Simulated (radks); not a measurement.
The numbers below are computed, except where a source is named.
Q: Tc3+, configuration [Ar] 3d10 4s2 4p5 4d4 5d1 (not the ground configuration). Code: a radial shooting solver on a logarithmic mesh with Libxc functionals. Model: Dirac Kohn-Sham, PBEsol, spin-unpolarised, spherical densities, finite nucleus; open shells are shared between the two j in proportion to 2j + 1; Fermi nuclear charge, rms radius 4.4112 fm.

Spin-orbit splittings of the eigenvalues, e(l+1/2) - e(l-1/2), with zeta = 2 splitting/(2l+1) and mean radii in bohr:

| shell | occ. | splitting (eV) | zeta (eV) | <r> j=l-1/2 | <r> j=l+1/2 |
|---|---|---|---|---|---|
| 2p | 6 | ? | ? | 0.1271 | 0.1318 |
| 3p | 6 | 19.78 | 13.19 | 0.4090 | 0.4196 |
| 3d | 10 | 3.807 | 1.523 | 0.3967 | 0.4001 |
| 4p | 5 | 3.153 | 2.102 | 1.119 | 1.146 |
| 4d | 4 | 0.3964 | 0.1586 | 1.427 | 1.437 |
| 5d | 1 | 0.06108 | 0.02443 | 3.892 | 3.907 |

Estimate the 2p splitting.

A: 118.2 eV (zeta = 78.78 eV).
